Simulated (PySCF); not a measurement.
All values below come from PySCF 2.14.0 with PBE-D3(BJ)/def2-TZVP // B3LYP-D3(BJ)/def2-SVP. Isolated molecules, 0 K electronic values unless said otherwise. One relaxed conformer stands for a flexible species; it need not be the lowest. Excitations are Tamm–Dancoff values on a coarser integration grid. The basis has no diffuse functions, so Rydberg states are missing or too high.

Reference species (SMILES): `C(C=C)(=C)c1ccc(cc1)[SiH3]` (C–C–C–C torsion -170°, C–C–C–C torsion -127°) (neutral, multiplicity 1).

```json
{
 "HOMO": "-5.75 eV",
 "T1 excitation (TDA)": "3.02 eV",
 "LUMO": "-2.12 eV"
}
```

Changed species: `C(=C(\C=C)[SiH3])/c1ccccc1` (C–C–C–Si torsion -10°, C–C–C–C torsion -148°).

Q: Give the shifts of the HOMO, T1 excitation (TDA) and LUMO.

A: the HOMO goes up by 0.24 eV, to -5.51 eV; the T1 excitation (TDA) drops by 0.42 eV, to 2.60 eV; the LUMO falls by 0.33 eV, to -2.45 eV.
